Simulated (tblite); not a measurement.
Give a GFN2-xTB geometry of InChI=1S/C7H4F3OP/c8-7(9,10)5-4-12(5)6-2-1-3-11-6/h1-4H.

Z-matrix in Å and degrees, rows numbered from 1:
```
F 
C   1  1.3450
F   2  1.3427  1  106.62
F   2  1.3436  1  106.46  3   113.45
C   2  1.4726  1  112.33  3  -123.20
C   5  1.3127  2  143.01  1    -1.43
P   5  1.8413  2  147.66  1   174.80
C   7  1.8189  5   99.07  6    93.85
C   8  1.3712  7  130.79  5   156.10
C   9  1.4116  8  106.16  7  -179.76
C  10  1.3624  9  105.88  8    -0.05
O  11  1.3378 10  110.95  9    -0.05
H   6  1.0680  5  142.65  7  -178.79
H   9  1.0707  8  126.37  7     0.27
H  10  1.0704  9  127.15  8   179.87
H  11  1.0723 10  131.95  9   179.87
```

All 3 C–F bonds measure 1.343 to 1.345 Å. The 3-membered ring C5–C6–P7 has internal angles of 41.7° to 69.3°. P7 (phosphine phosphorus) is pyramidal (angles 99.3°, 99.1° and 41.7°, sum 240.1°, 1.14 Å off the plane of its three neighbours). O12 (furan-type oxygen) is bent (angle 107.2°).

The geometry is computed with GFN2-xTB (gas phase).

Point group: C1 (no symmetry element, even within 0.4 Å). Its lowest GFN2-xTB frequency is 12 cm⁻¹, too small to tell a flat minimum from a shallow saddle. One conformer, not necessarily the lowest (C6–P7–C8–C9 -162°). 3 starts were optimised and ended at 0.00, 0.01 and 0.21 kcal/mol (GFN2-xTB); the lowest of these is shown.
